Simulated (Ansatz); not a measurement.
Consider the ligand exchange at the Si–S bond: `CO[SiH2]S[SiH2]O` + `[OH][GeH3]` → `CO[SiH2][O][GeH3]` + `O[SiH2]S`.

Computed with Ansatz on PBE0-D4/def2-TZVP structures; ΔE is electronic, products minus reactants. CBS: MP2 limit from def2 TZ/QZ plus the TZ coupled-cluster correction, frozen cores. For Ge outer-core shells are correlated without core-valence functions, which leaves a few kJ/mol of doubt a bond. Scalar relativity is left out up to krypton. Each species was taken in one conformer, which may not be the lowest.

```
            species  SCS-MP2/def2-QZVPP energy (Eh)
 `CO[SiH2]S[SiH2]O`                     -1169.12279
       `[OH][GeH3]`                     -2153.40410
`CO[SiH2][O][GeH3]`                     -2558.12788
         `O[SiH2]S`                      -764.41758
```

(1) Work out ΔE.

Largest T1 diagnostic among the species: 0.012.

## Answers

(1) ΔE = (-2558.12788) + (-764.41758) − (-1169.12279) − (-2153.40410) = -0.01857 Eh = -0.51 eV. CCSD(T)/CBS gives -0.44 eV.

From PBE to PBE0 (25 % exact exchange), in def2-TZVPP and without D4, ΔE moves by −0.06 eV. In def2-TZVPP, CCSD(T) changes the Hartree–Fock value by +0.33 eV (the triples alone add +0.07 eV) and MP2 by +0.38 eV.
